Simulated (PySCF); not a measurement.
Ta(O)(Cl)3 cation (Cl3OTa), SMILES [O]=[Ta]([Cl])([Cl])[Cl] (connectivity only; charge and spin as stated), charge +1, multiplicity 2.

Coordinates come from a B3LYP-D3(BJ)/def2-SVP optimisation. The multiplicity is an assumed one; no other spin state was optimised. The isomer is the one that the SMILES or the coordinates give; other isomers of the formula were not compared. The def2 effective core potentials stand for the cores of Ta; spin–orbit coupling is left out.

Calculation: TDA-LC-ωPBE/def2-SVPD (PySCF).

Vertical excitations. Isolated molecule, no solvent.

Problem. Give excitation energies, oscillator strengths and character. (An estimate is asked for; the answer gives what the named calculation found.)

Solution. 
```
state    energy (eV)  λ (nm)      f                                                                      main pairs
-------  -----------  ------  -----  ------------------------------------------------------------------------------
root 1          0.39    3163  0.000  β HOMO−9→LUMO 31 %, β HOMO−1→LUMO 27 %, β HOMO−4→LUMO 16 %, β HOMO−6→LUMO 11 %
root 2          1.23    1011  0.001                     β HOMO−8→LUMO 44 %, β HOMO−10→LUMO 26 %, β HOMO−2→LUMO 16 %
root 3          2.68     463  0.000                        β HOMO−1→LUMO 42 %, β HOMO→LUMO 41 %, β HOMO−4→LUMO 13 %
root 4          3.03     410  0.028                                          β HOMO−2→LUMO 46 %, β HOMO−3→LUMO 39 %
root 5          3.19     388  0.004                        β HOMO→LUMO 46 %, β HOMO−4→LUMO 37 %, β HOMO−1→LUMO 10 %
root 6          3.54     350  0.011   β HOMO−3→LUMO 50 %, β HOMO−2→LUMO 19 %, β HOMO−5→LUMO 10 %, β HOMO−8→LUMO 9 %
root 7          3.89     318  0.003  β HOMO−6→LUMO 38 %, β HOMO−4→LUMO 24 %, β HOMO−1→LUMO 18 %, β HOMO−9→LUMO 14 %
root 8          3.97     312  0.006                                                              β HOMO−5→LUMO 73 %
root 9          4.40     282  0.001                                         β HOMO−7→LUMO 70 %, β HOMO−10→LUMO 13 %
root 10         4.62     268  0.002                       β HOMO−6→LUMO 46 %, β HOMO−9→LUMO 41 %, β HOMO−4→LUMO 7 %
```
Unrestricted roots are not spin-pure.
